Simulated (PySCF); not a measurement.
Species: CH5F3GeOSi.
Cartesian coordinates in Å at the PBE0-D3(BJ)/def2-SVP level; atoms count from 1:
```xyz
12
CH5F3GeOSi angstrom
F     -2.9028    0.4338    0.5933
C     -1.5931    0.1898    0.7368
F     -1.4448   -0.5739    1.8290
F     -0.9938    1.3699    1.0062
Si    -0.8196   -0.6114   -0.8420
O      0.7933   -0.7769   -0.5905
Ge     2.1312    0.2172    0.0643
H     -1.4533   -1.9407   -1.0366
H     -1.1405    0.3173   -1.9634
H      1.9529    0.3029    1.5868
H      3.4097   -0.5362   -0.3221
H      2.0613    1.6046   -0.5953
```

The closed-shell ground state was solved at several levels (PySCF, density fitting, gas phase). The calculation is non-relativistic and has no spin–orbit coupling, an omission that weighs most on germanium.

```
            level  basis functions  HOMO (eV)  LUMO (eV)  gap (eV)  dipole (D)
wB97X-D/def2-SVPD              214     -10.73       1.16     11.89        2.18
     KT2/pcSseg-2              356      -7.44      -1.72      5.72        2.07
```

(1) What might PBE0/pcSseg-1 (175 basis functions) give for the same quantities?

(2) Over all these levels, which gives the widest orbital gap and which the narrowest?

(3) How far do the dipole and the HOMO energy spread over the levels?

## Answers

(1) HOMO -8.80 eV, LUMO -0.37 eV, gap 8.43 eV, dipole 2.03 D.

(2) wB97X-D/def2-SVPD (range-separated hybrid) has the widest, 11.89 eV, and KT2/pcSseg-2 (GGA) the narrowest, 5.72 eV. Functional and basis both differ between the two, so the spread mixes both effects.

(3) The dipole runs from 2.03 to 2.18 D (mean 2.09 D) and the HOMO from -10.73 to -7.44 eV.

One conformer stands for the species.
